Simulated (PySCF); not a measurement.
CoCl3, quintet: structure and spectrum

Method: UPBE0 in PySCF with Co def2-TZVP, Cl def2-TZVP; no relativity; density-fitted integrals.

The structure is a minimum.

```xyz
4
charge 0 multiplicity 5, angstrom
Co    0.0000    0.0000    0.0000
Cl    0.0000    0.0000    2.0905
Cl    1.8104    0.0000   -1.0452
Cl   -1.8104    0.0000   -1.0452
```

```
Point group                                                                   : D3h
Bond lengths                                                                  : Co–Cl 2.090 Å (×3)
Bond angles                                                                   : Cl–Co–Cl 120.0° (×3)
Entropy at 298.15 K and 1 bar (electronic part: spin only)                    : 342.4 J/(mol K)
Rotational symmetry number                                                    : 6
Lowest empty level (β)                                                        : -5.17 eV
Zero-point energy                                                             : 9.7 kJ/mol
Heat capacity Cp at 298.15 K                                                  : 75.2 J/(mol K)
Principal quadrupole moments (Buckingham, traceless) about the centre of mass : -1.72, -1.72, 3.44 D Å
Principal polarisabilities                                                    : 38.1, 90.6, 90.6 bohr³
Highest occupied level (β)                                                    : -9.16 eV
Atomisation energy without zero-point energy                                  : 955 kJ/mol
Rotational constants                                                          : 0.07354, 0.07354, 0.03677 cm⁻¹
Enthalpy at 298.15 K above 0 K                                                : 17.79 kJ/mol
Spin squared ⟨S²⟩                                                             : 6.017
Dipole moment                                                                 : 0.00 D
```

Harmonic modes (masses in u: Co 58.933, Cl 34.969):
```json
{"symmetry": "e'", "ω (cm⁻¹)": "108", "IR (km/mol, summed over degenerate members)": "1.1", "μ (u)": "37.47", "type": "bend"}
{"symmetry": "a2''", "ω (cm⁻¹)": "109", "IR (km/mol, summed over degenerate members)": "9.2", "μ (u)": "47.28", "type": "bend"}
{"symmetry": "a1'", "ω (cm⁻¹)": "367", "IR (km/mol, summed over degenerate members)": "0.0", "μ (u)": "34.97", "type": "stretch"}
{"symmetry": "e'", "ω (cm⁻¹)": "466", "IR (km/mol, summed over degenerate members)": "200", "μ (u)": "43.36", "type": "stretch"}
```

In D3h the vibrations span 2e' + a2'' + a1'. The a1' mode carries no infrared intensity, as symmetry demands.

Charges (e):
| atom | Mulliken | Löwdin | polar tensor | spin (Mulliken) | Mayer order to Co1 |
| --- | --- | --- | --- | --- | --- |
| Co1 | 0.79 | -0.43 | 1.38 | 2.86 | – |
| Cl2,3,4 | -0.26 | 0.14 | -0.46 | 0.38 | 1.15 |

Mulliken populations on Co1: s 6.49, p 12.52, d 7.20, f 0.00.

Outer orbital energies (eV). α occupied: -11.00, -11.00, -10.51, -9.85, -9.85, -9.82, -9.40, -9.40; empty: -0.13, 0.92, 2.78, 3.82. β occupied: -11.61, -10.54, -10.31, -10.31, -10.10, -10.10, -9.97, -9.16; empty: -5.17, -5.17, -5.05, -5.05.

Formally Co is in oxidation state +3, d6, with 4 unpaired electrons (the high-spin count). The Mulliken spin on Co is 2.86. The polar-tensor charge on Co, 1.38, is far below the formal one.

Only a few start shapes were tried, so a lower isomer may exist. With open d or f shells other occupations or spin states may lie lower.

The final relaxation and frequency run took 83 s on 4 threads of a shared Arm Neoverse V1 host, with 156 basis functions and 8 gradients; the process peaked at 1.6 GiB. Launch command: `OMP_NUM_THREADS=4 python axn.py task.json out`.
